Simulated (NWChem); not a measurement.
TaOCl₂F; SMILES [O]=[Ta]([F])([Cl])[Cl]

Results from NWChem. Geometry: optimised at PBE-D3(BJ)/def2-SVP. def2 effective core potentials on Ta; no spin-orbit coupling. Ions are spin-unrestricted doublets at the neutral geometry; other ion states weren't tried.

### Question
Predict the results for PBE/def2-SVP. Quantities: vertical ionisation energy, ΔSCF (eV); −ε(HOMO) (eV).

### Answer
```yaml
vertical ionisation energy, ΔSCF (eV): 11.30
"−ε(HOMO) (eV)": 8.25
```
